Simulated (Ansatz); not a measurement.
Ansatz (an electronic-structure program) job for Al(Cl)(Br)(vinyl) (C2H3AlBrCl), SMILES C=[CH][Al]([Cl])[Br], PBE0/def2-SVPD. Geometry optimised at PBE-D3(BJ)/def2-SVP. The structure was generated by enumeration; whether it is a known compound was not checked. One conformer was computed; it need not be the lowest.

Ansatz 0.2 input:
```yaml
crystal:
  periodic: [false, false, false]
  atoms:
    - {symbol: Al, position_ang: [-0.17589377, -0.63587627, -0.00000000]}
    - {symbol: Cl, position_ang: [1.22796890, -2.21130468, 0.00000000]}
    - {symbol: Br, position_ang: [0.59880484, 1.49323439, 0.00000000]}
    - {symbol: C, position_ang: [-2.08400494, -0.96003327, -0.00000000]}
    - {symbol: C, position_ang: [-2.97415886, 0.05779004, 0.00000000]}
    - {symbol: H, position_ang: [-2.47817454, -1.99398476, 0.00000000]}
    - {symbol: H, position_ang: [-4.06657444, -0.11239494, 0.00000000]}
    - {symbol: H, position_ang: [-2.65329002, 1.11520672, -0.00000001]}
basis:
  gaussian:
    orbitals: def2-SVPD
hamiltonian:
  xc: {name: PBE0}
```

Output:

```
WARN ansatz: RAYON_NUM_THREADS=1 ignored (pool sized by the plan → 1); use --threads N
Functional definition: PBE0
integrals: 0.12 GiB planned
1538 factors; their error is unknown
mean field: 0.93 GiB planned
mean field evaluation 1: about -91253.7531 eV, gradient 4.1e1 eV
mean field evaluation 2: about -91251.0503 eV, gradient 5.0e1 eV
mean field evaluation 4: about -91258.2976 eV, gradient 2.0e0 eV
mean field evaluation 8: about -91258.5828 eV, gradient 2.2e-1 eV
mean field evaluation 16: about -91258.5829 eV, gradient 4.5e-5 eV
mean field -91258.58286052 eV, -3353.6910628350 hartree, gradient 4.5e-5 eV, S^2 0.000000; 0 other end points of the search recorded, 0 dependent functions left out
reference -91258.58290164 eV, -3353.6910643459 hartree; 40, 40 occupied and 116, 116 virtual orbitals, 1538 factors
Total energy: -91258.58290164 eV, -3353.6910643459 hartree
```

The run converged.

Cost: about 10 core-seconds (a rough figure).
